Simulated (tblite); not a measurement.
Compound: C₆H₁₂NOP.
SMILES with atom numbers: `[CH2:1]=[CH:2][C@@H:3]1[CH2:4][P@@:5]1([CH2:6][OH:7])=[N:8][CH3:9]` (hydrogens: H10, H11 on C1; H12 on C2; H13 on C3; H14, H15 on C4; H16, H17 on C6; H18 on O7; H19, H20, H21 on C9)

Cartesian coordinates in Å at the GFN2-xTB level; atoms count from 1:
```xyz
21
C6H12NOP angstrom
C      3.1531    0.0429    1.2345
C      2.2495    0.1703    0.2732
C      1.0275   -0.6288    0.1823
C      0.4135   -0.9089   -1.2329
P     -0.6428    0.1116   -0.1481
C     -0.5191    1.9133   -0.5054
O     -1.7479    2.3951   -0.9379
N     -2.0624   -0.1091    0.4801
C     -2.6296   -1.3716    0.8957
H      4.0299    0.6647    1.2746
H      3.0431   -0.6838    2.0223
H      2.3873    0.9108   -0.5045
H      1.0161   -1.4889    0.8481
H      0.9379   -0.4532   -2.0621
H      0.1412   -1.9387   -1.4285
H     -0.1807    2.4192    0.4145
H      0.2172    2.0848   -1.2961
H     -2.4316    1.9701   -0.3971
H     -2.6667   -2.1074    0.0877
H     -3.6514   -1.1613    1.2144
H     -2.0930   -1.8141    1.7395
```

Method: GFN2-xTB as coded in tblite; computed harmonic values from a numerical Hessian at the method's own geometry, unscaled. This tight-binding method is rough: wavenumbers can miss measured ones by several per cent, in bad cases by 10 to 20. One conformer, not necessarily the lowest.

Harmonic wavenumbers (cm⁻¹): 48.8, 70.5, 76.9, 95.1, 114.0, 129.6, 178.4, 206.4, 226.0, 307.5, 321.3, 388.0, 404.1, 434.0, 569.7, 644.5, 679.1, 703.4, 788.1, 817.7, 853.5, 870.8, 928.3, 945.2, 985.5, 1016.4, 1022.0, 1073.1, 1081.8, 1085.6, 1109.7, 1126.4, 1187.3, 1229.7, 1238.0, 1281.6, 1301.3, 1312.9, 1389.9, 1414.1, 1416.0, 1427.1, 1486.8, 1489.5, 1682.1, 2815.7, 2925.4, 2942.4, 2943.6, 2988.7, 2994.6, 3038.7, 3049.1, 3058.4, 3104.8, 3135.3, 3430.9.

A = 1810, B = 952.4, C = 738.4 MHz; mass 145.066 u (most abundant isotopes); point group C1, symmetry number 1.

Task: What is the zero-point energy?

Result: ½Σν̃ = 36793 cm⁻¹ = 105.20 kcal/mol.

Task: Entropy at 298.15 K, 1 bar (ideal gas, RRHO, classical rotation)?

Result: Translation 40.85, rotation 29.91, vibration 37.87: S = 108.6 cal/(mol K).

Task: And Cp and H(298.15 K) − H(0)?

Result: Cp = 44.01 cal/(mol K), of which vibrations give 36.06 (their classical limit is 57 R = 113.3); H(298.15 K) − H(0) = 8.14 kcal/mol without the zero-point energy, 5.77 from vibrations.

Task: How do the functions run with temperature in this model?

Result: 
```
 T (K)  S (cal/(mol K))  Cp (cal/(mol K))  H − H(0) (kcal/mol)  G − H(0) (kcal/mol)  ln q(vib)
    50             60.9              15.7                 0.55                -2.50       0.68
   100             74.2              22.9                 1.53                -5.89       2.42
373.15            119.4              52.1                11.75               -32.81      11.73
   500            136.4              64.1                19.15               -49.04      15.68
   750            165.7              80.5                37.38               -86.92      23.02
  1000            190.5              91.3                58.94              -131.52      29.73
```

q(vib) and H(0) count from the zero-point level.

Task: Which modes carry the vibrational entropy at 298.15 K?

Result: 48.8 cm⁻¹: 4.87; 70.5 cm⁻¹: 4.14; 76.9 cm⁻¹: 3.97; 95.1 cm⁻¹: 3.55; 114.0 cm⁻¹: 3.20; 129.6 cm⁻¹: 2.95 cal/(mol K); the other 51 give 15.19 together.

Task: What must be added to the electronic energy to get the Gibbs energy at 298.15 K and 1 bar?

Result: ZPE + [H(298.15 K) − H(0)] − T·S = 105.20 + 8.14 − 32.39 = 80.95 kcal/mol.

Task: Blend soft modes into free rotors: weight 1/[1 + (100 cm⁻¹/ν̃)⁴] for the oscillator and the rest for a rotor with moment μB/(μ + B), μ = h/(8π²ν), B = 10⁻⁴⁴ kg m². What vibrational entropy results?

Result: 34.65 cal/(mol K) in place of 37.87, which changes −T·S at 298.15 K by +0.96 kcal/mol.

Hindered rotation and anharmonicity are outside this model. Other conformers, if any are populated, would add a mixing term that is left out. The structure is chiral; the term R ln 2 for an equal mix with its mirror image is left out.
